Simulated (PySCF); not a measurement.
Molecule: SMILES [C@@H]1(OC)C=C(Cl)[C@@H](F)C1, C6H8ClFO.

Geometry (Å), atoms numbered from 1 in this order:
```xyz
17

C     2.581   -0.385    0.146
O     1.577    0.589    0.295
C     0.315    0.190   -0.184
C    -0.609    1.376   -0.233
C    -1.785    1.102    0.314
Cl   -3.126    2.148    0.454
C    -1.876   -0.326    0.792
F    -2.644   -1.070   -0.088
C    -0.423   -0.803    0.750
H     3.503    0.073    0.498
H     2.695   -0.678   -0.905
H     2.370   -1.281    0.740
H     0.428   -0.235   -1.197
H    -0.294    2.310   -0.657
H    -2.363   -0.435    1.766
H    -0.372   -1.833    0.404
H     0.016   -0.730    1.744
```

Frames of a GFN2-xTB Langevin trajectory at 600 K; GIAO PBE0/pcSseg-1 shieldings in PySCF, gas phase, non-relativistic; equivalent atoms averaged within each frame.

References, each an isolated molecule treated in the same way: ¹³C (σ = 186.93 ppm), ¹H (σ = 31.72 ppm) vs TMS; ¹⁷O (σ = 336.08 ppm) against H2O; ³⁵Cl (σ = 949.78 ppm) vs HCl; CFCl3 for ¹⁹F (σ = 170.95 ppm). The references are static minima.

How do the shifts (ppm) fluctuate along the trajectory?

Answers


```tsv
time (fs)	C5	C4	C7	C3	C1	C9	O2	Cl6	F8	H14
250	157.5	146.3	99.8	99.7	60.5	49.4	79.1	190	-201.4	7.44
425	162.6	162.6	104.9	82.6	66.2	47.4	51.9	216	-154.5	7.42
625	149.5	145.5	109.8	96.9	62.9	51.8	60.9	207	-168.2	6.07
800	153.6	150.8	104.6	89.4	62.5	43.4	58.3	254	-160.1	7.14
1000	165.4	140.7	117.2	90.0	58.1	46.7	61.9	202	-110.7	6.49
mean of frames	157.7	149.2	107.3	91.7	62.0	47.7	62.4	214	-159.0	6.91
standard deviation	6.5	8.3	6.6	6.8	3.0	3.1	10.1	25	32.5	0.61
```

5 frames give an uncertainty of the mean of about the standard deviation over 2.2 at best, since frames this close in time may not be independent; classical motion lacks zero-point vibration, and the reference would need the same averaging.
